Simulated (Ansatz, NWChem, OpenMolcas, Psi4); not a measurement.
# Worked example: CHBrCl2 + AlH2Br → CH2Cl2 + AlHBr2

Gas-phase species: CHBrCl2 (bromodichloromethane) `ClC(Cl)Br`, singlet; AlH2Br `[AlH2][Br]`, singlet; CH2Cl2 (dichloromethane) `ClCCl`, singlet; AlHBr2 `[Br][AlH][Br]`, singlet. The partners trade Br for H: C–Br and Al–H bonds give way to C–H and Al–Br.

Shapes, held fixed at every level: PBE0-D4/def2-TZVP. Programs: Ansatz 0.2.0, NWChem 7.3.0, OpenMolcas 26.06, Psi4 1.11. A level may come from different programs for different species; with the same settings they agree closely. The zero-point and thermal change to 298 K, harmonic and unscaled (PBE0-D4/def2-TZVP), is +13.1 kJ/mol.

At CCSD(T)/def2-TZVPP; 1 Eh = 2625.50 kJ/mol:

```
species   energy (Eh)
CHBrCl2  -3530.781167
 AlH2Br  -2815.953408
 CH2Cl2   -958.682638
 AlHBr2  -5388.143420
```

Question: Work out ΔH(298 K) of the reaction at this level.

Answer: 
1. Products less reactants: (-958.682638) + (-5388.143420) − [(-3530.781167) + (-2815.953408)] = -0.091483 Eh = -240.2 kJ/mol.
2. With the thermal change: -240.2 + (+13.1) = -227.1 kJ/mol.

Other levels give -237.8 (r2SCAN0-D4/def2-TZVPP) to -212.9 kJ/mol (SPW92/def2-TZVPP). No measured value is set beside it here. Relativity is left out for Br. Outer-core shells of Br are correlated, in sets that cover them unevenly.
